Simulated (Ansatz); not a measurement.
Relaxation of AsH$_{4}$NO (7 atoms, charge 0, multiplicity 1), to a largest force component of 0.02 eV/Å in at most 50 steps.

Method: Ansatz 0.2.0, RKS PBE0-D4/def2-SVP.

```xyz
7
Properties=species:S:1:pos:R:3
N -0.382 0.797 -0.578
As -0.366 -0.466 0.791
O 1.259 -1.052 0.235
H -0.611 0.348 -1.472
H -1.228 1.468 -0.383
H 0.264 0.570 1.800
H 1.125 -1.733 -0.439
```

Problem. Where does it end, and by what steps?

Solution. It converged. After 19 steps the energy has fallen by 0.563 eV; H5 moved furthest, 1.01 Å.

```tsv
step	energy less start (eV)	largest force component (eV/Å)	accepted
0	0.0000	2.455	yes
1	-0.2055	0.767	yes
2	-0.2677	0.926	yes
3	-0.3186	0.678	yes
4	-0.3851	0.482	yes
5	-0.4293	0.351	yes
6	-0.4470	0.244	yes
7	-0.4626	0.280	yes
8	-0.4297	1.699	no
9	-0.4682	0.173	yes
10	-0.4726	0.187	yes
11	-0.4822	0.314	yes
12	-0.3895	2.617	no
13	-0.5056	0.411	yes
14	-0.5443	0.264	yes
15	-0.5471	0.539	yes
16	-0.5577	0.438	yes
17	-0.5547	0.297	no
18	-0.5625	0.034	yes
19	-0.5626	0.015	yes
```

```xyz
7
Properties=species:S:1:pos:R:3
N -0.886 0.768 -0.481
As -0.393 -0.609 0.614
O 1.364 -0.870 0.249
H -1.165 0.470 -1.412
H -0.235 1.547 -0.549
H -0.072 0.321 1.776
H 1.448 -1.695 -0.243
```

Run time: 27 s on 1 thread of AMD EPYC 9R45 96-Core Processor (Zen 5), on a shared host, peak memory 0.17 GiB.
